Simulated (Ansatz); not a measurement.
Mulliken charges of AlGeH$_{5}$Si, SMILES `[AlH]1[SiH2][GeH2]1` from B3LYP/def2-TZVPP in Ansatz (PBE0-D4/def2-TZVP geometry).

| atom | x (Å) | y (Å) | z (Å) | charge (e) |
| --- | --- | --- | --- | --- |
| Al1 | -1.300 | -0.113 | -1.015 | 0.302 |
| Si2 | 0.264 | 1.238 | 0.237 | -0.030 |
| Ge3 | 0.465 | -1.195 | 0.296 | -0.054 |
| H4 | -2.551 | -0.249 | -1.979 | -0.090 |
| H5 | 1.371 | 1.982 | -0.429 | -0.056 |
| H6 | -0.114 | 1.911 | 1.511 | -0.056 |
| H7 | 1.742 | -1.773 | -0.339 | -0.008 |
| H8 | 0.216 | -1.858 | 1.662 | -0.008 |

Problem. By hand: the dipole of these point charges (1 e Å = 4.8032 D).

Solution. Σ q r = (-0.282, -0.173, -0.223) e Å, of length 0.399 e Å = 1.92 D.

Problem. How does the dipole of the full density compare? (Estimate.)

Solution. Ansatz gave: (-0.177, 0.010, -0.134) e Å, 1.07 D; the point charges give 1.79 times that, at 28° from its direction.

Point charges leave out the atoms' own dipoles, such as those of lone pairs, and Mulliken's split depends on the basis, so the two needn't agree.

B3LYP here is the variant with VWN-RPA as its local correlation; programs differ in this.
